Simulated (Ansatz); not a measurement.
`[BH2][AlH][OH]` + `[SH][GeH3]` → `B[S][GeH3]` + `[OH][AlH2]` at 298.15 K and 1 bar (cleavage of the B–Al bond).

Gas-phase electronic energies from Ansatz, PBE0-D4/def2-TZVP geometries. CBS: MP2 limit from def2 TZ/QZ plus the TZ coupled-cluster correction, frozen cores. This one scheme is used for every species. For Ge outer-core shells are correlated without core-valence functions, which leaves a few kJ/mol of doubt a bond. Scalar relativity is left out up to krypton. One conformer a species, not always the lowest.

| species | CCSD(T)/CBS energy (Eh) | H − E (kJ/mol) | S (J/(mol·K)) |
| --- | --- | --- | --- |
| `[BH2][AlH][OH]` | -344.39123 | 121.0 | 298.3 |
| `[SH][GeH3]` | -2476.30083 | 99.2 | 286.9 |
| `B[S][GeH3]` | -2501.70931 | 138.7 | 324.8 |
| `[OH][AlH2]` | -319.03157 | 82.3 | 252.8 |

H − E and S are ideal-gas, rigid-rotor, harmonic terms from PBE0-D4/def2-TZVP, for one conformer and one mirror image of each species. 1 Eh = 2625.50 kJ/mol, R = 8.31446 J/(mol·K).

By hand: ΔE, ΔH, ΔS and ΔG.

ΔE = (-2501.70931) + (-319.03157) − (-344.39123) − (-2476.30083) = -0.04882 Eh = -128.2 kJ/mol. Δ(H − E) = 138.7 + 82.3 − 121.0 − 99.2 = 0.8, so ΔH = -127.4 kJ/mol. ΔS = 324.8 + 252.8 − 298.3 − 286.9 = -7.6 J/(mol·K). ΔG = -127.4 − 298.15 × (-7.6)/1000 = -125.1 kJ/mol.

By hand: the equilibrium constant, and the temperature at which ΔG would vanish if ΔH and ΔS stayed fixed.

log₁₀ K = −ΔG/(RT ln 10) = 21.9. ΔG = 0 at ΔH/ΔS = 16763 K, far beyond where these terms or the molecules hold.

The number of gas molecules stays the same, so ΔS is small and ΔH decides. A doubt of 5 kJ/mol in ΔE shifts log₁₀ K by 0.9 here. Other conformers and mirror images would add mixing entropy, several J/(mol·K) or more a flexible species. Modes under 60 cm⁻¹, often nearly free rotors, make the harmonic entropy too high. These are equilibria of isolated gas molecules and say nothing of rates. Largest T1 diagnostic: 0.014 (customary marks: 0.02 for closed shells, 0.045 for open ones).
